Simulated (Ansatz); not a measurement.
Program: Ansatz 0.2.0.

A structure relaxed at PBE0-D4/def2-TZVP, charge 0, multiplicity 1:

```xyz
16

C     1.316    0.408    0.711
B     0.532   -0.182   -0.538
C     0.769   -1.695   -0.948
Cl    0.544    0.967   -2.013
O    -1.106   -0.129   -0.096
Si   -1.760    1.168    0.798
H     2.383    0.413    0.474
H     1.062    1.445    0.959
H     1.191   -0.205    1.609
H     0.642   -2.373   -0.097
H     1.792   -1.820   -1.314
H     0.110   -2.033   -1.755
H    -1.610   -0.393   -0.876
H    -1.401    0.917    2.206
H    -1.242    2.456    0.299
H    -3.222    1.057    0.582
```

Problem. Give its formula and SMILES.

Solution. C2H10BClOSi, `C[B-](C)(Cl)[OH+][SiH3]`.

Problem. Point group (tolerance 0.08 Å, 0.16 Å for H)?

Solution. C1.

Problem. Summarise the bond lengths by kind.

Solution. 2 × B–C 1.585 to 1.588 Å; 6 × C–H 1.094 to 1.096 Å; 1 × B–Cl 1.870 Å; 1 × B–O 1.698 Å; 1 × O–Si 1.706 Å; 1 × H–O 0.965 Å; 3 × H–Si 1.474 to 1.482 Å.
